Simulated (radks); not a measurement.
Kinetic energies: the exact non-interacting value of the Kohn-Sham orbitals and orbital-free approximations, as 100 (|E| - |E exact|)/|E exact|, negative where the magnitude is too small. Species: Ce4+ [Xe]; Pb4+ [Xe] 4f14 5d10; Cs4+ [Kr] 4d10 5s2 5p3; Li+ [He]; N4+ [He] 2s1. Calculated with a radial shooting solver on a logarithmic mesh with Libxc functionals: non-relativistic Kohn-Sham, PBE, spin-polarised, spherical densities, point nucleus. Every spin shell is full or empty, so the densities are truly spherical. Functionals are evaluated on that one density, not self-consistently.

| functional | Ce4+ | Pb4+ | Cs4+ | Li+ | N4+ |
|---|---|---|---|---|---|
| exact (hartree) | 8563.65 | 19520.1 | 7549.71 | 7.21521 | 48.2656 |
| Thomas-Fermi | -5.12 | -4.58 | -5.17 | -9.95 | -9.93 |
| von Weizsacker | -60.37 | -64.88 | -59.68 | 0.00 | -5.86 |
| TF + vW/9 | -0.72 | -0.67 | -0.69 | +1.16 | +0.53 |
| TF + vW/5 | +2.80 | +2.45 | +2.89 | +10.05 | +8.90 |
| Perdew 92 | -0.71 | -0.67 | -0.68 | +1.18 | +0.55 |
| Thakkar | -0.67 | -0.78 | -0.62 | +1.04 | +0.54 |
| Pearson | -0.93 | -0.83 | -0.91 | -3.73 | -3.96 |
| LKT | +18.10 | +15.78 | +18.50 | +60.45 | +55.62 |
| PG1 | +14.17 | +12.30 | +14.51 | +52.90 | +48.32 |
